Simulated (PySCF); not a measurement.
**Trend along the chalcogens: MSn molecules**

CCSD(T) with triple-zeta basis sets in PySCF, for the lowest determinant that a PBE0 search found; no spin–orbit coupling. De refers to high-spin ground-configuration atoms.

```
 M         basis  reference, frozen orbitals  state (unpaired electrons)  Re (Å)  ωe (cm⁻¹)  De (eV)
 O    def2-TZVPP                      RHF, 5      singlet (closed shell)   1.838        823     5.49
 S  x2c-TZVPPall                     RHF, 23      singlet (closed shell)   2.221        487     4.83
Se    def2-TZVPP                     RHF, 13      singlet (closed shell)   2.337        330     4.52
```

The shortest bond is that of SnO (1.838 Å), the longest that of SnSe (2.337 Å).

The rows differ in basis set, which adds steps of its own.

Down a group the atoms grow and get heavier, so bonds lengthen and wavenumbers fall; this series shows no clear exception.

Correlated steps freeze the inner cores (5 to 23 orbitals); shallow outer-core shells are correlated. These are scalar-relativistic numbers at best; spin–orbit coupling would shift them, the dissociation energy most. Where the molecule has an RHF reference, its open-shell atoms are computed with UHF. The CCSD T1 diagnostic is raised in SnO, SnS, a sign that a single reference may not be enough there.
